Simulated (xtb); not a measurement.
iodoethane (C₂H₅I), SMILES ICC. All values are semi-empirical tight-binding results from xtb (GFN2-xTB unless named), good for trends rather than for accurate numbers. Geometry: GFN2-xTB.

Optimised geometry:

Bond lengths (Å): C1–C2 1.511, C1–H4 1.088, C1–H5 1.090, C1–H6 1.088, C2–I3 2.166, C2–H7 1.087, C2–H8 1.087. Angles (°): C2–C1–H4 111.1, C2–C1–H5 109.2, C2–C1–H6 111.1, H4–C1–H5 108.4, H4–C1–H6 108.5, H5–C1–H6 108.4, C1–C2–I3 111.9, C1–C2–H7 111.7, C1–C2–H8 111.7, I3–C2–H7 105.9, I3–C2–H8 105.9, H7–C2–H8 109.6.

The point group as xtb finds it comes out as Cs, the orbital gap is 4.66 eV and the zero-point energy comes out as 40.6 kcal/mol. The G − E(el) at 298.15 K (modified RRHO) is 22.9 kcal/mol and the static polarisability (D4 model) is 58.9 bohr³. The solvation energy, GFN2-xTB/ALPB(water) is -2.2 kcal/mol and the solvation energy, GFN2-xTB/ALPB(chcl3) is -5.5 kcal/mol.

Computed atomic charges and the Wiberg bond orders between heavy atoms:
charges (e) C1 -0.10, C2 0.01, I3 -0.16, H4 0.05, H5 0.04, H6 0.05, H7 0.05, H8 0.05. Bond orders C1–C2 1.04, C2–I3 0.95.
